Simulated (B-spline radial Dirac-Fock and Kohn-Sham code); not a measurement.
## Elastic electron scattering at 5 keV, Nb to Er

Model: relativistic (Dirac) partial waves in the static field of the Dirac-Fock atom with Furness-McCarthy exchange, without polarisation or absorption potentials. Program: an atomic code on a B-spline grid. σ_tr1 and σ_tr2 weight the cross section with 1 − P₁ and 1 − P₂ of cos θ; "backward" is the share scattered beyond 90°.

```
 Z  element  σ (a₀²)  σ_tr1 (a₀²)  σ_tr2 (a₀²)  backward (%)  dσ/dΩ at 90° (a₀²/sr)
41       Nb     3.71        0.187        0.322           1.4                 0.0108
42       Mo     3.68        0.194        0.330           1.5                 0.0111
43       Tc     3.88        0.200        0.339           1.5                 0.0114
44       Ru     3.59        0.206        0.346           1.7                 0.0116
45       Rh     3.53        0.213        0.353           1.8                 0.0119
46       Pd     3.23        0.219        0.360           2.0                 0.0121
47       Ag     3.40        0.225        0.367           2.0                 0.0123
48       Cd     3.55        0.232        0.375           2.0                 0.0125
49       In     3.83        0.238        0.383           1.9                 0.0127
50       Sn     4.03        0.245        0.391           1.9                 0.0129
51       Sb     4.18        0.252        0.399           1.9                 0.0130
52       Te     4.28        0.258        0.407           1.9                 0.0132
53        I     4.36        0.265        0.415           1.9                 0.0133
54       Xe     4.41        0.272        0.423           2.0                 0.0134
55       Cs     5.20        0.279        0.432           1.7                 0.0135
56       Ba     5.81        0.286        0.441           1.6                 0.0136
57       La     5.96        0.293        0.450           1.6                 0.0138
58       Ce     5.84        0.300        0.456           1.6                 0.0139
59       Pr     5.48        0.305        0.459           1.8                 0.0140
60       Nd     5.36        0.312        0.465           1.9                 0.0141
61       Pm     5.24        0.318        0.469           2.0                 0.0143
62       Sm     5.13        0.324        0.474           2.1                 0.0144
63       Eu     5.02        0.330        0.478           2.2                 0.0146
64       Gd     5.12        0.336        0.484           2.2                 0.0148
65       Tb     4.80        0.341        0.486           2.4                 0.0150
66       Dy     4.70        0.347        0.489           2.5                 0.0153
67       Ho     4.60        0.353        0.492           2.6                 0.0155
68       Er     4.51        0.358        0.494           2.7                 0.0158
```

Values without a named source are computed, but for edge energies of neutral atoms, which are taken from tables.
